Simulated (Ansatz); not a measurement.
Gas-phase reaction in SMILES: [Cl][GeH]([Cl])[Cl] + 3 [H][H] (H2) → 3 Cl (HCl) + [GeH4] (GeH4)
Structures are relaxed separately at B3LYP-D3(BJ)/def2-TZVP in Ansatz (a first-principles code).

Wanted: energy of full hydrogenation (electronic energy difference), in kJ/mol. Cores are frozen in the correlated levels unless marked. Spin-orbit coupling is left out. The frozen core is the preceding noble-gas configuration, with the filled d and f shells of earlier blocks. No relativistic terms. CBS(X,Y): correlation extrapolated as X^-3; Hartree-Fock from the larger set.

CCSD(T)/CBS(def2-TZVPPD,def2-QZVPPD) (Ansatz) gives 170.6 kJ/mol.

Problem. Another calculation gave 128.2 kJ/mol. Which level was it?
(A) PBE-QIDH/def2-TZVPD (Ansatz)
(B) PBE/def2-TZVPD (Ansatz)
(C) CAM-B3LYP/def2-TZVPD (Ansatz)

Solution. C, CAM-B3LYP/def2-TZVPD (Ansatz). The others give 145.4 (PBE), 165.8 (PBE-QIDH) kJ/mol.
